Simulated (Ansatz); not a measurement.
```yaml
crystal:
  periodic: [false, false, false]
  atoms:
    - {symbol: Ga, position_ang: [-0.001433, 0.001745, 0.001518]}
    - {symbol: O, position_ang: [0.086082, -0.061210, 2.104626]}
    - {symbol: H, position_ang: [-0.004364, -1.036183, 2.055514]}
    - {symbol: O, position_ang: [-0.085261, 0.057323, -2.102082]}
    - {symbol: H, position_ang: [0.017254, 1.031092, -2.057818]}
    - {symbol: O, position_ang: [2.099359, -0.120929, 0.095891]}
    - {symbol: H, position_ang: [2.039014, -0.024659, 1.069516]}
    - {symbol: O, position_ang: [-2.100958, 0.125163, -0.097250]}
    - {symbol: H, position_ang: [-2.036938, 0.030053, -1.070784]}
    - {symbol: O, position_ang: [-0.057817, 2.101330, -0.121395]}
    - {symbol: H, position_ang: [-1.034135, 2.056639, -0.045771]}
    - {symbol: O, position_ang: [0.051840, -2.102082, 0.126419]}
    - {symbol: H, position_ang: [1.027358, -2.058273, 0.041605]}
basis:
  gaussian: {orbitals: def2-TZVPP, fitting: {mean_field: cc-pVTZ-jkfit}}
total_charge: -3
hamiltonian: {xc: {name: PBE0}, dispersion: d3bjatm}
scf: {omitted_lower_state_checks: [starts]}
```

```sh
$ ansatz run in.yaml --threads 4 --pin off --events-out ev --progress --plain --max-ram 4787MiB
```

It prints (some lines left out):

```
Functional definition: PBE0
861 factors; integrals over basis functions are off by at most 7.0e-1 eV
mean field evaluation 1: about -64733.5660 eV, gradient 4.7e1 eV
mean field evaluation 2: about -64729.5863 eV, gradient 7.5e1 eV
mean field evaluation 4: about -64737.1390 eV, gradient 2.3e0 eV
mean field evaluation 8: about -64737.1470 eV, gradient 2.3e-2 eV
mean field -64737.14696473 eV, -2379.0462705394 hartree, gradient 6.5e-5 eV, S^2 0.000000; 0 other end points of the search recorded, 0 dependent functions left out
reference -64737.14699598 eV, -2379.0462716881 hartree; 44, 44 occupied and 274, 274 virtual orbitals, 861 factors
Total energy: -64737.36994480 eV, -2379.0544649060 hartree
Checks for a lower state left out: starts
```

It took 3.7 s on 4 threads of Intel Xeon 6975P-C on a shared host, peak host memory 0.73 GiB.

A multiply charged anion in the gas phase is held together partly by the finite basis. The highest occupied level of an anion often lies above zero with these methods, and sets without diffuse functions describe the outer electron poorly.
